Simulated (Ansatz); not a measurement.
The cluster Si₂Ge. Total charge 0; singlet. Geometry PBE0-D4/def2-TZVP, basis def2-TZVP, Ansatz.

```xyz
3

Si    1.102    0.173    0.034
Si   -0.563    0.519   -1.317
Ge   -0.539   -0.692    1.284
```

| run | HOMO (eV) | LUMO (eV) |
| --- | --- | --- |
| A | -5.51 | -4.27 |
| B | -5.09 | -4.03 |
| C | -8.53 | -1.68 |
| D | -6.19 | -3.59 |
| E | -5.30 | -4.23 |
| F | -7.97 | -1.69 |

LC-ωPBE has ω = 0.4 bohr⁻¹. The order of the spin states hangs on the level: the triplet lies 0.06 eV below the singlet at PBE0-D4/def2-TZVP, but 0.16 eV above it at BLYP-D4/def2-TZVP. The structure comes from a short search, and lower isomers may exist.

Problem. The runs used BLYP, LC-ωPBE, PBE, PBE0, r2SCAN, ωB97M-V. Estimate which is which.

Solution. A r2SCAN (0 % exact exchange); B BLYP (0 % exact exchange); C LC-ωPBE (range-separated); D PBE0 (25 % exact exchange); E PBE (0 % exact exchange); F ωB97M-V (range-separated). Exact exchange lowers occupied and raises empty levels; among semilocal functionals meta-GGAs tend to open the gap a little, and such runs are hard to tell apart. The gap grows from 1.06 eV (PBE) to 6.84 eV (LC-ωPBE).
